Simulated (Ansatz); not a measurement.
Basis-set extrapolation for `C=[N][Al]([NH2])[OH]` (PBE0-D4/def2-TZVP geometry, frozen core, Ansatz 0.2.0). Multiplicity 1, RHF reference.

```csv
,def2-TZVPP,def2-QZVPP
HF,-466.673169,-466.691890
MP2 correlation,-0.886543,-0.952485
CCSD(T) correlation,-0.946930,not run
```

Energies in hartree. Use E(X) = E(∞) + A·exp(−7.88·√X) for Hartree–Fock and E(X) = E(∞) + B·X^(−2.97) for correlation, with X = 3 and 4, and add CCSD(T) minus MP2 of the smaller set to the MP2 limit.

**Question.** What is the CCSD(T) energy at the basis-set limit?

**Answer.** HF limit: -466.691890 + (-0.018721) × 0.13774 = -466.69447. MP2 limit: -0.952485 + (-0.065942) × 0.74074 = -1.00133. Higher-order term: -0.946930 − (-0.886543) = -0.06039. Total: -467.75619 hartree, 3.70 eV below CCSD(T)/def2-TZVPP.
